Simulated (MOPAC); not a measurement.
MOPAC input (AM1):

```
AM1 FORCE THERMO(298,298) PRECISE LET CHARGE=-1 GEO-OK AUX(PRECISION=9) THREADS=1
CH4BO2

C     1.40309025 1   -0.46430347 1    0.20203867 1
B     0.03507726 1   -0.01161190 1    0.00505147 1
O    -1.11259144 1   -0.80908010 1   -0.05883928 1
O    -0.39738297 1    1.30875263 1   -0.15858976 1
H     1.61527341 1   -1.51677212 1    0.31716997 1
H     2.21201393 1    0.25025843 1    0.23394267 1
H    -0.74698081 1   -1.68462230 1    0.05877891 1
H     0.42661124 1    1.79065251 1   -0.10491177 1
```

From the output:

```
     H    8   0.049524   7.224495

          HEAT OF FORMATION =    -148.094737 KCALS/MOLE

          ZERO POINT ENERGY      37.014 KCAL/MOL

           NORMAL COORDINATE ANALYSIS (Total motion = 1 Angstrom)

   Root No.       1         2         3         4         5         6         7         8

                 1 A2      1 B1      1 B2      2 A2      1 A1      2 B1      3 B1      2 B2

                 354.3     393.2     399.2     437.9     470.9     565.7     651.0     872.1

           1   -0.0000   -0.0000   -0.0000    0.0000   -0.0941   -0.0000   -0.0000   -0.0000
           2    0.0000    0.0000    0.0761    0.0000   -0.0000    0.0000    0.0000    0.0897
           3   -0.0000   -0.0018    0.0000    0.0000    0.0000   -0.0752   -0.0906   -0.0000
           4   -0.0000   -0.0000    0.0000    0.0000   -0.0885    0.0000    0.0000   -0.0000
           5   -0.0000    0.0000   -0.0635   -0.0000   -0.0000   -0.0000   -0.0000    0.0027
           6   -0.0000   -0.0280   -0.0000    0.0000    0.0000    0.3262    0.0147   -0.0000
           7   -0.0000   -0.0000   -0.0671    0.0000    0.0588   -0.0000    0.0000   -0.0260
           8    0.0000    0.0000   -0.0153   -0.0000   -0.1133    0.0000   -0.0000   -0.0244
           9   -0.0283   -0.0142    0.0000    0.0299   -0.0000   -0.0749    0.0009    0.0000
          10    0.0000   -0.0000    0.0671   -0.0000    0.0588   -0.0000    0.0000    0.0260
          11   -0.0000    0.0000   -0.0153    0.0000    0.1133    0.0000   -0.0000   -0.0244
          12    0.0283   -0.0142   -0.0000   -0.0299   -0.0000   -0.0749    0.0009    0.0000
          13   -0.0000   -0.0000    0.1677   -0.0000   -0.0895   -0.0000    0.0000   -0.3402
          14    0.0000    0.0000    0.1784    0.0000    0.0017    0.0000   -0.0000   -0.1263
          15   -0.1313   -0.0423    0.0000   -0.3677    0.0000   -0.1680    0.4033   -0.0000
          16    0.0000   -0.0000   -0.1677    0.0000   -0.0895   -0.0000    0.0000    0.3402
          17   -0.0000    0.0000    0.1784   -0.0000   -0.0017    0.0000   -0.0000   -0.1262
          18    0.1313   -0.0423    0.0000    0.3677    0.0000   -0.1680    0.4033   -0.0000
          19    0.0000    0.0000   -0.1058   -0.0000    0.1915    0.0000    0.0000   -0.0421
          20   -0.0000   -0.0000   -0.0490    0.0000   -0.0013   -0.0000   -0.0000   -0.0358
          21    0.3404    0.4286    0.0000   -0.1024   -0.0000    0.0563    0.0431   -0.0000
          22   -0.0000    0.0000    0.1058    0.0000    0.1915    0.0000    0.0000    0.0421
          23    0.0000   -0.0000   -0.0490   -0.0000    0.0013   -0.0000   -0.0000   -0.0358
          24   -0.3404    0.4286   -0.0000    0.1024   -0.0000    0.0563    0.0431    0.0000

   Root No.       9        10        11        12        13        14        15        16

                 2 A1      3 B2      3 A1      4 A1      4 B2      5 A1      5 B2      6 A1

                 969.4    1215.6    1312.3    1397.6    1440.7    1746.6    3249.1    3273.3

           1    0.1178    0.0000    0.0102   -0.0565    0.0000   -0.1352    0.0000   -0.0386
           2   -0.0000   -0.0144    0.0000   -0.0000   -0.0156   -0.0000   -0.0641   -0.0000
           3   -0.0000   -0.0000   -0.0000   -0.0000    0.0000    0.0000   -0.0000   -0.0000
           4    0.0443   -0.0000   -0.0423   -0.0031   -0.0000    0.2250    0.0000    0.0014
           5    0.0000    0.1132   -0.0000   -0.0000    0.1379    0.0000   -0.0030    0.0000
           6   -0.0000    0.0000    0.0000   -0.0000    0.0000   -0.0000   -0.0000   -0.0000
           7   -0.0643   -0.0549   -0.0129    0.0193    0.0038   -0.0349    0.0002   -0.0002
           8   -0.0986   -0.0469    0.0092    0.0023   -0.0284   -0.0195    0.0002    0.0003
           9    0.0000   -0.0000    0.0000   -0.0000    0.0000    0.0000    0.0000    0.0000
          10   -0.0643    0.0549   -0.0129    0.0193   -0.0038   -0.0349   -0.0002   -0.0002
          11    0.0986   -0.0469   -0.0092   -0.0023   -0.0284    0.0195    0.0002   -0.0003
          12    0.0000    0.0000   -0.0000    0.0000   -0.0000    0.0000   -0.0000   -0.0000
          13    0.1633    0.0447    0.2025    0.2008    0.0536    0.0025   -0.2472    0.2227
          14    0.0220    0.0176    0.1011    0.1367    0.0266    0.0790    0.3923   -0.4213
          15   -0.0000   -0.0000   -0.0000   -0.0000    0.0000    0.0000    0.0000   -0.0000
          16    0.1633   -0.0447    0.2025    0.2008   -0.0536    0.0025    0.2472    0.2226
          17   -0.0220    0.0176   -0.1010   -0.1367    0.0266   -0.0790    0.3923    0.4213
          18   -0.0000   -0.0000   -0.0000   -0.0000    0.0000   -0.0000   -0.0000   -0.0000
          19   -0.0823    0.2400    0.1695   -0.1539   -0.2505    0.1497    0.0019    0.0023
          20   -0.1088    0.2055    0.1577   -0.1397   -0.2220    0.1339    0.0017   -0.0022
          21    0.0000   -0.0000   -0.0000   -0.0000    0.0000   -0.0000    0.0000    0.0000
          22   -0.0823   -0.2400    0.1695   -0.1539    0.2505    0.1497   -0.0019    0.0023
          23    0.1088    0.2055   -0.1577    0.1397   -0.2219   -0.1339    0.0017    0.0022
          24    0.0000    0.0000   -0.0000    0.0000   -0.0000   -0.0000   -0.0000   -0.0000

   Root No.      17        18

                 6 B2      7 A1

                3571.2    3571.9

           1   -0.0000    0.0003
           2    0.0001   -0.0000
           3    0.0000    0.0000
           4    0.0000    0.0005
           5   -0.0052   -0.0000
           6    0.0000    0.0000
           7    0.0189   -0.0188
           8   -0.0212    0.0219
           9   -0.0000   -0.0000
          10   -0.0189   -0.0188
          11   -0.0212   -0.0219
          12    0.0000    0.0000
          13   -0.0006   -0.0017
          14   -0.0005    0.0028
          15    0.0000    0.0000
          16    0.0006   -0.0017
          17   -0.0005   -0.0028
          18    0.0000    0.0000
          19   -0.2950    0.2959
          20    0.3636   -0.3620
          21    0.0000   -0.0000
          22    0.2950    0.2958
          23    0.3636    0.3620
          24    0.0000    0.0000

           MASS-WEIGHTED COORDINATE ANALYSIS (NORMAL COORDINATES)

   Root No.       1         2         3         4         5         6         7         8

                 1 A2      1 B1      1 B2      2 A2      1 A1      2 B1      3 B1      2 B2

                 354.3     393.2     399.2     437.9     470.9     565.7     651.0     872.1

           1    0.0000   -0.0000   -0.0000   -0.0000   -0.3641   -0.0000   -0.0000   -0.0000
           2   -0.0000    0.0000    0.4104   -0.0000   -0.0000    0.0000    0.0000    0.4859
           3   -0.0000   -0.0102    0.0000    0.0000    0.0000   -0.2157   -0.4772   -0.0000
           4    0.0000   -0.0000    0.0000   -0.0000   -0.3248    0.0000    0.0000   -0.0000
           5    0.0000    0.0000   -0.3248    0.0000   -0.0000   -0.0000   -0.0000    0.0141
           6   -0.0000   -0.1475   -0.0000    0.0000    0.0000    0.8873    0.0737   -0.0000
           7   -0.0000   -0.0000   -0.4177    0.0000    0.2626   -0.0000    0.0000   -0.1629
           8    0.0000    0.0000   -0.0951   -0.0000   -0.5059    0.0000   -0.0000   -0.1525
           9   -0.2087   -0.0911    0.0000    0.2107   -0.0000   -0.2479    0.0054    0.0000
          10    0.0000   -0.0000    0.4177   -0.0000    0.2625   -0.0000    0.0000    0.1629
          11   -0.0000    0.0000   -0.0950    0.0000    0.5059    0.0000   -0.0000   -0.1525
          12    0.2087   -0.0911   -0.0000   -0.2107   -0.0000   -0.2479    0.0054    0.0000
          13   -0.0000   -0.0000    0.2620   -0.0000   -0.1003   -0.0000    0.0000   -0.5341
          14    0.0000    0.0000    0.2788    0.0000    0.0019    0.0000   -0.0000   -0.1982
          15   -0.2432   -0.0681    0.0000   -0.6502    0.0000   -0.1395    0.6157   -0.0000
          16    0.0000   -0.0000   -0.2620    0.0000   -0.1003   -0.0000    0.0000    0.5341
          17   -0.0000    0.0000    0.2787   -0.0000   -0.0020    0.0000   -0.0000   -0.1981
          18    0.2432   -0.0681    0.0000    0.6502    0.0000   -0.1395    0.6157   -0.0000
          19    0.0000    0.0000   -0.1654   -0.0000    0.2146    0.0000    0.0000   -0.0660
          20   -0.0000   -0.0000   -0.0766    0.0000   -0.0014   -0.0000   -0.0000   -0.0561
          21    0.6303    0.6900    0.0000   -0.1811   -0.0000    0.0468    0.0658   -0.0000
          22   -0.0000    0.0000    0.1654    0.0000    0.2146    0.0000    0.0000    0.0661
          23    0.0000   -0.0000   -0.0766   -0.0000    0.0014   -0.0000   -0.0000   -0.0561
          24   -0.6303    0.6900   -0.0000    0.1811   -0.0000    0.0468    0.0658    0.0000

   Root No.       9        10        11        12        13        14        15        16

                 2 A1      3 B2      3 A1      4 A1      4 B2      5 A1      5 B2      6 A1

                 969.4    1215.6    1312.3    1397.6    1440.7    1746.6    3249.1    3273.3

           1    0.4801    0.0000    0.0719   -0.3867    0.0000   -0.4905    0.0000   -0.1937
           2   -0.0000   -0.0694    0.0000   -0.0000   -0.0791   -0.0000   -0.3196   -0.0000
           3   -0.0000   -0.0000   -0.0000   -0.0000    0.0000    0.0000   -0.0000   -0.0000
           4    0.1712   -0.0000   -0.2842   -0.0198   -0.0000    0.7748    0.0000    0.0065
           5    0.0000    0.5191   -0.0000   -0.0000    0.6628    0.0000   -0.0141    0.0000
           6   -0.0000    0.0000    0.0000   -0.0000    0.0000   -0.0000   -0.0000   -0.0000
           7   -0.3023   -0.3066   -0.1057    0.1524    0.0221   -0.1461    0.0009   -0.0009
           8   -0.4636   -0.2617    0.0755    0.0180   -0.1662   -0.0819    0.0014    0.0020
           9    0.0000   -0.0000    0.0000   -0.0000    0.0000    0.0000    0.0000    0.0000
          10   -0.3023    0.3066   -0.1057    0.1524   -0.0220   -0.1461   -0.0009   -0.0009
```

The dipole moment of an ion depends on the origin.
